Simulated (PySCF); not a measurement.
F4Ti, singlet, geometry from GFN2-xTB (such geometries of metal compounds can be far from the true shape); PBE/def2-SV(P) (PySCF).

Here is a job for PySCF.
```python
from pyscf import gto, scf, dft

mol = gto.M(
    atom='''
Ti   -0.000000    0.000000   -0.000000
F     1.096059    0.788255   -1.020066
F     0.839422   -1.055730    1.021778
F    -1.106691   -0.877685   -0.931735
F    -0.828790    1.145160    0.930023
''',
    basis='def2-sv(p)',
    charge=0,
    spin=0,
    verbose=4,
)

mf = dft.RKS(mol)
mf.xc = 'pbe'
mf.kernel()
mf.analyze()
```

### Question
What does PySCF print? Leave out banner, timings and long lists.

### Answer

```
PySCF version 2.14.0

[INPUT] verbose = 4
[INPUT] num. atoms = 5
[INPUT] num. electrons = 58
[INPUT] charge = 0
[INPUT] spin (= nelec alpha-beta = 2S) = 0
[INPUT] symmetry False subgroup None
[INPUT] Mole.unit = angstrom
[INPUT] Symbol           X                Y                Z      unit          X                Y                Z       unit  Magmom
[INPUT]  1 Ti     0.000000000000   0.000000000000   0.000000000000 AA    0.000000000000   0.000000000000   0.000000000000 Bohr   0.0
[INPUT]  2 F      1.096059000000   0.788255000000  -1.020066000000 AA    2.071251326365   1.489586066319  -1.927645368981 Bohr   0.0
[INPUT]  3 F      0.839422000000  -1.055730000000   1.021778000000 AA    1.586277682935  -1.995040561487   1.930880580106 Bohr   0.0
[INPUT]  4 F     -1.106691000000  -0.877685000000  -0.931735000000 AA   -2.091342894521  -1.658584273639  -1.760723970672 Bohr   0.0
[INPUT]  5 F     -0.828790000000   1.145160000000   0.930023000000 AA   -1.566186114778   2.164038768807   1.757488759546 Bohr   0.0

nuclear repulsion = 340.757628971624
number of shells = 34
number of NR pGTOs = 162
number of NR cGTOs = 80
basis = def2-sv(p)
ecp = {}

******** <class 'pyscf.dft.rks.RKS'> ********
method = RKS
initial guess = minao
damping factor = 0
level_shift factor = 0
DIIS = <class 'pyscf.scf.diis.CDIIS'>
diis_start_cycle = 1
diis_space = 8
diis_damp = 0
SCF conv_tol = 1e-09
SCF conv_tol_grad = None
SCF max_cycles = 50
direct_scf = True
direct_scf_tol = 1e-13
XC library pyscf.dft.libxc version 7.1.2
    S. Lehtola, C. Steigemann, M. J. T. Oliveira, and M. A. L. Marques,  SoftwareX 7, 1–5 (2018)
XC functionals = pbe
    J. P. Perdew, K. Burke, and M. Ernzerhof,  Phys. Rev. Lett. 77, 3865 (1996)
    J. P. Perdew, K. Burke, and M. Ernzerhof,  Phys. Rev. Lett. 78, 1396 (1997)
    J. P. Perdew, K. Burke, and M. Ernzerhof,  Phys. Rev. Lett. 77, 3865 (1996)
    J. P. Perdew, K. Burke, and M. Ernzerhof,  Phys. Rev. Lett. 78, 1396 (1997)
radial grids:
    Treutler-Ahlrichs [JCP 102, 346 (1995); DOI:10.1063/1.469408] (M4) radial grids

becke partition: Becke, JCP 88, 2547 (1988); DOI:10.1063/1.454033
pruning grids: <function nwchem_prune>
grids dens level: 3
symmetrized grids: False
atomic radii adjust function: <function treutler_atomic_radii_adjust>
small_rho_cutoff = 0
Set gradient conv threshold to 3.16228e-05
Initial guess from minao.
tot grids = 77952
init E= -1248.10370514998
  HOMO = -0.507847496392883  LUMO = -0.157806770689072  gap/eV = 9.52509
cycle= 1 E= -1247.77987147391  delta_E= 0.324  |g|= 1.35  |ddm|= 2.87
  HOMO = -0.231431377482404  LUMO = -0.196751161666262  gap/eV = 0.94370
cycle= 2 E= -1236.93124006232  delta_E= 10.8  |g|= 8.05  |ddm|= 3.97
  HOMO = -0.300403347616056  LUMO = -0.0509377170862739  gap/eV = 6.78831
cycle= 3 E= -1248.02210547326  delta_E= -11.1  |g|= 0.785  |ddm|= 3.24
  HOMO = -0.378008315025271  LUMO = -0.154320254981186  gap/eV = 6.08686
cycle= 4 E= -1248.09050316664  delta_E= -0.0684  |g|= 0.328  |ddm|= 0.448
  HOMO = -0.371588897674921  LUMO = -0.128104083070454  gap/eV = 6.62556
cycle= 5 E= -1248.11163331676  delta_E= -0.0211  |g|= 0.0921  |ddm|= 0.141
  HOMO = -0.372276635832583  LUMO = -0.121656673681358  gap/eV = 6.81972
cycle= 6 E= -1248.11335194426  delta_E= -0.00172  |g|= 0.00608  |ddm|= 0.0484
  HOMO = -0.372331558181333  LUMO = -0.121323522947337  gap/eV = 6.83028
cycle= 7 E= -1248.11335877217  delta_E= -6.83e-06  |g|= 0.000644  |ddm|= 0.00309
  HOMO = -0.372335194499867  LUMO = -0.121316486767922  gap/eV = 6.83057
cycle= 8 E= -1248.11335881784  delta_E= -4.57e-08  |g|= 0.000411  |ddm|= 0.000629
  HOMO = -0.372351176125638  LUMO = -0.121311214893255  gap/eV = 6.83115
cycle= 9 E= -1248.113358849  delta_E= -3.12e-08  |g|= 1.95e-05  |ddm|= 0.000255
  HOMO = -0.372351400177275  LUMO = -0.121313201144321  gap/eV = 6.83110
cycle= 10 E= -1248.11335884909  delta_E= -9.05e-11  |g|= 4.5e-07  |ddm|= 1.19e-05
  HOMO = -0.372351445376714  LUMO = -0.121313079532956  gap/eV = 6.83110
Extra cycle  E= -1248.11335884908  delta_E= 5e-12  |g|= 1.73e-06  |ddm|= 1.18e-06
converged SCF energy = -1248.11335884908
**** SCF Summaries ****
Total Energy =                       -1248.113358849084307
Nuclear Repulsion Energy =             340.757628971624399
One-electron Energy =                -2399.896537441826695
Two-electron Energy =                  811.025549621118103
Two-electron Coulomb Energy =          894.468604705662074
DFT Exchange-Correlation Energy =      -83.443055084543957
HOMO-LUMO gap [eV] =                     6.831101878804483
**** MO energy ****
MO #1   energy= -177.774352903516  occ= 2
MO #2   energy= -24.283230899409   occ= 2
MO #3   energy= -24.2831842374412  occ= 2
MO #4   energy= -24.2831813659347  occ= 2
MO #5   energy= -24.2831799504012  occ= 2
MO #6   energy= -19.5665453754611  occ= 2
MO #7   energy= -16.3573400976764  occ= 2
MO #8   energy= -16.3573400379685  occ= 2
MO #9   energy= -16.3573399689795  occ= 2
MO #10  energy= -2.31725673974888  occ= 2
MO #11  energy= -1.48912412528255  occ= 2
MO #12  energy= -1.48912390000003  occ= 2
MO #13  energy= -1.48912370469879  occ= 2
MO #14  energy= -1.05965793798645  occ= 2
MO #15  energy= -1.0412280780388   occ= 2
MO #16  energy= -1.04122668819237  occ= 2
MO #17  energy= -1.04122607610495  occ= 2
MO #18  energy= -0.436608053497244 occ= 2
MO #19  energy= -0.436606463795455 occ= 2
MO #20  energy= -0.436605604667365 occ= 2
MO #21  energy= -0.426939435810499 occ= 2
MO #22  energy= -0.42693796590925  occ= 2
MO #23  energy= -0.405941841369877 occ= 2
MO #24  energy= -0.387424926455132 occ= 2
MO #25  energy= -0.387423358264733 occ= 2
MO #26  energy= -0.387421074441539 occ= 2
MO #27  energy= -0.372355344873104 occ= 2
MO #28  energy= -0.372352873039642 occ= 2
MO #29  energy= -0.372351445376714 occ= 2
MO #30  energy= -0.121313079532956 occ= 0
MO #31  energy= -0.121312332845981 occ= 0
MO #32  energy= -0.0670250650744545 occ= 0
MO #33  energy= -0.0670241083267078 occ= 0
MO #34  energy= -0.0670233186160657 occ= 0
MO #35  energy= -0.0193722373233784 occ= 0
MO #36  energy= 0.129669930716984  occ= 0
MO #37  energy= 0.157269329916155  occ= 0
 ** Mulliken pop on meta-lowdin orthogonal AOs  **
 ** Mulliken pop  **
 ** Mulliken atomic charges  **
charge of    0Ti =      1.32133
charge of    1F =     -0.33033
charge of    2F =     -0.33033
charge of    3F =     -0.33033
charge of    4F =     -0.33033
Dipole moment(X, Y, Z, Debye):  0.00002, -0.00002,  0.00001
```
